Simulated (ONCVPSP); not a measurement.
**Configuration tests for F (Z = 9) (ONCV)**

```json
{"Element": "F", "Generator": "ONCVPSP 4.0.1", "Type": "optimised norm-conserving Vanderbilt (ONCV)", "Functional": "PBEsol", "Relativity": "non-relativistic", "Frozen core": "[He]", "Valence charge": "7", "Reference configuration": "2s1.5 2p5.5", "Partial waves": "2s: rc 0.60 bohr, ncon 5, nbas 8, qcut 11.5 1/bohr, local; 2p: rc 1.65 bohr, ncon 4, nbas 8, qcut 8.3 1/bohr, 2 projectors, debl 1 Ha; d scattering state at 0.29 Ha: rc 1.70 bohr, ncon 5, nbas 9, qcut 4.7 1/bohr, 1 projector", "Local potential": "the s channel", "Core correction": "Teter function fitted to the true core (icmod 2), fcfact 0.6"}
```

Energies are relative to the spin-unpolarised reference configuration 2s1.5 2p5.5; without spin polarisation the order of configurations can differ from experiment.

| valence configuration | charge | ΔE all-electron (eV) | error AE − PS (meV) |
| --- | --- | --- | --- |
| 2s2 2p4 | +1 | 10.032 | +159 |
| 2s2 2p3 | +2 | 48.320 | +784 |

What are ΔE and the potential's error for 2s2 2p1?

ΔE = 194.403 eV all-electron; the error (AE − PS) is +5742 meV.

What are ΔE and the potential's error for 2s2 2p5?

ΔE = -9.297 eV all-electron; the error (AE − PS) is +0.7 meV.

Levels in the configuration 2s2 2p3:

| level | all-electron (eV) | pseudo (eV) |
| --- | --- | --- |
| 2s | -67.655 | -67.236 |
| 2p | -48.883 | -47.868 |
